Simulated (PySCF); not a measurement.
Vertical excitations of a molecule C2H9NSi3 from TDA-B3LYP/def2-SVPD (PySCF), as energy in eV (oscillator strength): 5.27 (0.000), 5.37 (0.028), 5.45 (0.001), 5.65 (0.019), 5.94 (0.001), 6.48 (0.002). Lowest triplet (TDA): 4.37 eV. Coordinates come from a PBE-D3(BJ)/def2-SVP optimisation. The values are those of a single conformer.

Identify the compound among the candidates.
A) [SiH3]C1=N[SiH2][SiH2]C1
B) C=C[Si@@H]1N[SiH2][SiH2]1
C) [SiH3]C#C[SiH2]N[SiH3]
D) CN=C1[SiH2][SiH2][SiH2]1

C, [SiH3]C#C[SiH2]N[SiH3]
